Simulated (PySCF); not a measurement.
**AsH⁺, PBE: how much the basis matters**

PySCF, UKS reference; doublet, unpaired electrons π ↑; De to As⁺ + H without counterpoise correction.

```json
{"basis": "def2-SVPD", "relativity": "no relativity", "functions": "46", "Re (Å)": "1.556", "ωe (cm⁻¹)": "2121", "De (eV)": "3.16", "μ (D)": "0.78"}
{"basis": "cc-pVTZ-PP/cc-pVTZ", "relativity": "scalar-relativistic core potentials", "functions": "53", "Re (Å)": "1.552", "ωe (cm⁻¹)": "2097", "De (eV)": "3.13", "μ (D)": "0.69"}
{"basis": "def2-TZVPPD", "relativity": "no relativity", "functions": "71", "Re (Å)": "1.551", "ωe (cm⁻¹)": "2111", "De (eV)": "3.17", "μ (D)": "0.77"}
```

(1) How does each smaller set differ from the one with most functions, def2-TZVPPD?

A positive dipole points towards H; it is taken about the centre of mass and depends on that origin. Spin–orbit coupling is left out. For an ion De counts to the pair picked by the measured ionisation energies or electron affinities, which need not be the lowest pair at this level. The state was picked by a PBE0 search and need not be the measured ground state.

## Answers

(1) def2-SVPD: +0.5 pm, +0.5 % in ωe, -0.01 eV in De; cc-pVTZ-PP/cc-pVTZ: +0.1 pm, -0.7 % in ωe, -0.04 eV in De. All at PBE; the set with most functions is neither the basis-set limit nor always the best. The rows treat relativity differently, so the differences are not basis effects alone.
